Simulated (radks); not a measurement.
Results of a calculation; reference values are marked as such.
Removal energies from the rhenium ion Re10+, [Kr] 4d10 4f14 5s2 5p(1/2: 2, 3/2: 1), by Delta-SCF beside the eigenvalue of the level emptied. Code: a radial shooting solver on a logarithmic mesh with Libxc functionals. Model: Dirac Kohn-Sham, relativistic LDA (MacDonald-Vosko exchange, VWN5 correlation), spin-unpolarised, spherical densities, finite nucleus; Fermi nuclear charge, rms radius of each element as measured or else 0.836 A^(1/3) + 0.57 fm. Sub-shells are occupied by j as written (lower j first in brackets).

[
 {"removed from": "5p3/2", "final configuration": "[Kr] 4d10 4f14 5s2 5p(1/2: 2, 3/2: 0)", "Delta-SCF (eV)": "203.18", "-eigenvalue (eV)": "193.13"},
 {"removed from": "5p1/2", "final configuration": "[Kr] 4d10 4f14 5s2 5p(1/2: 1, 3/2: 1)", "Delta-SCF (eV)": "217.70", "-eigenvalue (eV)": "207.06"},
 {"removed from": "4f7/2", "final configuration": "[Kr] 4d10 4f(5/2: 6, 7/2: 7) 5s2 5p(1/2: 2, 3/2: 1)", "Delta-SCF (eV)": "220.30", "-eigenvalue (eV)": "204.02"},
 {"removed from": "4f5/2", "final configuration": "[Kr] 4d10 4f(5/2: 5, 7/2: 8) 5s2 5p(1/2: 2, 3/2: 1)", "Delta-SCF (eV)": "223.02", "-eigenvalue (eV)": "206.62"}
]
